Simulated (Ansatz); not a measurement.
H4F2GeSSi, singlet, geometry from GFN2-xTB, with bond 6-1 at 1.4 times its length; CASSCF(6,6)/STO-3G run with Ansatz (a quantum-chemistry and plane-wave program).

Input for Ansatz:
Ansatz 0.2 input:
```yaml
crystal:
  periodic: [false, false, false]
  atoms:
    - {symbol: Si, position_ang: [1.44254009, 0.55165326, -0.30403947]}
    - {symbol: F, position_ang: [0.77778713, 1.94994263, 0.07867292]}
    - {symbol: F, position_ang: [2.84812725, 0.60266800, 0.43241299]}
    - {symbol: S, position_ang: [0.32585540, -1.03617002, 0.54828523]}
    - {symbol: Ge, position_ang: [-1.66639224, -0.42795447, -0.19656277]}
    - {symbol: H, position_ang: [1.71096119, 0.52039048, -2.29981737]}
    - {symbol: H, position_ang: [-2.08235239, 0.90367422, 0.34917154]}
    - {symbol: H, position_ang: [-1.65697557, -0.36068745, -1.69872864]}
    - {symbol: H, position_ang: [-2.61286649, -1.49568758, 0.25337695]}
basis:
  gaussian:
    orbitals: STO-3G
hamiltonian:
  xc: hf
magnetization: {spin_polarized: false}
correlation: {active_space: {window: {electrons: 6, orbitals: 6}}}
```

Write the output that Ansatz gives for this input, abridged.


```
Functional definition: HF
574 factors; integrals over basis functions are off by at most 2.5e-5 eV
mean field evaluation 1: about -79697.2345 eV, gradient 2.7e1 eV
mean field evaluation 2: about -79697.2799 eV, gradient 2.8e1 eV
mean field evaluation 4: about -79700.7453 eV, gradient 1.6e0 eV
mean field evaluation 8: about -79700.7639 eV, gradient 4.1e-4 eV
mean field -79700.76389123 eV, -2928.9490498847 hartree, gradient 1.4e-6 eV, S^2 0.000000; 0 other end points of the search recorded, 0 dependent functions left out
reference -79700.76389123 eV, -2928.9490498847 hartree; 42, 42 occupied and 8, 8 virtual orbitals, 574 factors
state -79702.61675719 eV, -2929.0171414527 hartree
Total energy: -79702.61675719 eV, -2929.0171414527 hartree
```
